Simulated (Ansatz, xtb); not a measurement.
System: C3HO, charge 0, multiplicity 2. It need not be the lowest isomer of its formula. 
Geometry from a B3LYP-D3(BJ)/def2-TZVP (Ansatz, a program for electronic structure) optimisation:
```
C
O 1 1.1862
C 1 1.4444 2 149.03
C 3 1.3287 1 62.86 2 -180.00
H 3 1.0798 4 153.24 1 180.00
```
Charge 0, spin multiplicity 2.

Harmonic wavenumbers from GFN2-xTB (xtb, at its own minimum), cm⁻¹: 433, 494, 741, 753, 901, 954, 1595, 2052, 3204.

Q: Give the harmonic wavenumbers at B3LYP-D3(BJ)/def2-TZVP (Ansatz, finite differences of forces, unscaled).

A: 482, 536, 710, 793, 873, 1012, 1557, 1919, 3230 cm⁻¹. Zero-point energy 15.9 kcal/mol.

Q: From these and the geometry, give the ideal-gas thermochemistry at 298.15 K and 1 atm (rigid rotor, harmonic oscillator).

A: Point group Cs, rotational symmetry number 1. Rotational constants 38.26, 8.189, 6.745 GHz. S(trans) 37.83, S(rot) 22.55, S(vib) 2.04, S(elec, spin only) 1.38, S 63.8 cal/(mol K). H(298) - H(0) 2.82 kcal/mol; G - E(el) -0.3 kcal/mol.
